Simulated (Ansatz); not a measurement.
Reaction (atomization): `CC[N](C)[Ge]([CH3])([F])[O]C` → 5 C• + F• + Ge• + 14 H• + N• + O•

Gas-phase electronic energies from Ansatz, PBE0-D4/def2-TZVP geometries. CCSD(T)/CBS is the MP2 limit (def2-TZVPP, def2-QZVPP) plus CCSD(T) − MP2 in def2-TZVPP, frozen cores. This one scheme is used for every species, atoms too. DFT in def2-TZVPP. B3LYP here is the variant with VWN-RPA as its local correlation; programs differ in this. No spin–orbit coupling; open shells (•) take unrestricted orbitals. Spin–orbit coupling would lower the free atoms: a little for C, F, O; clearly for Ge. For Ge outer-core shells are correlated without core-valence functions, so the limit isn't a true one: a few kJ/mol of doubt a bond, and 10 to 20 or more in all where bonds break to atoms. Scalar relativity is left out up to krypton. One conformer a species, not always the lowest.

```json
{"level": "B97M-V", "ΔE (kJ/mol)": "8827.5"}
{"level": "B3LYP", "ΔE (kJ/mol)": "8724.2"}
```

(1) What does CCSD(T)/CBS give? (Estimate.)

Largest T1 diagnostic among the species: 0.011.

Answers

(1) Ansatz gave: +8834.0 kJ/mol. The listed levels differ from it by -6.5, -109.8 kJ/mol.

From BLYP to BHLYP (50 % exact exchange), in def2-TZVPP and without D4, ΔE moves by −161.5 kJ/mol: exact exchange takes away binding that semilocal exchange gives to molecules. The D4 term adds +90.1 kJ/mol with B3LYP and +49.1 kJ/mol with PBE0; it sums over pairs of atoms, weighted by their polarisabilities, and B3LYP, whose exchange is more repulsive, gets the larger term.

For atomizations the MP2-based limit and the directly extrapolated one differ by several kJ/mol either way, and by 10 to 25 for some Ge, Se and Sn compounds, so smaller differences from it don't rank the levels.
